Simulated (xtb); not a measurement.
xtb input (GFN2-xTB):

```bash
xtb mol.xyz --gfn 2 --ohess tight --chrg -1 --uhf 0
```
mol.xyz:
```
11

Si     2.02109655     0.08391711     0.18201752
C      0.14105546     0.07819597     0.05797916
C     -0.80505514     1.10053657     0.13913092
C     -2.07910150     0.65914114    -0.03041463
O     -1.91307507    -0.77777402    -0.23644761
C     -0.59006260    -1.05097996    -0.24739355
H      2.51007661     0.54260684     1.44033109
H      2.64921211     0.94509463    -0.86077611
H      2.59352605    -1.26379791     0.02713109
H     -0.54112296     2.12696573     0.28015331
H     -0.31357680    -2.08483270    -0.37689571
```

End of the output:

```
           -------------------------------------------------
          | TOTAL ENERGY              -17.015390595811 Eh   |
          | TOTAL ENTHALPY            -16.940789463800 Eh   |
          | TOTAL FREE ENERGY         -16.978756600204 Eh   |
          | GRADIENT NORM               0.000263641071 Eh/α |
          | HOMO-LUMO GAP               2.266991994442 eV   |
           -------------------------------------------------

------------------------------------------------------------------------
------------------------------------------------------------------------
 total:
 SCF:
 ANC optimizer:
Note: The following floating-point exceptions are signalling: IEEE_UNDERFLOW_FLAG IEEE_DENORMAL
normal termination of xtb
 analytical hessian:
```

It need not be the lowest isomer of its formula. Whether it binds its extra electron was not tested at this geometry.
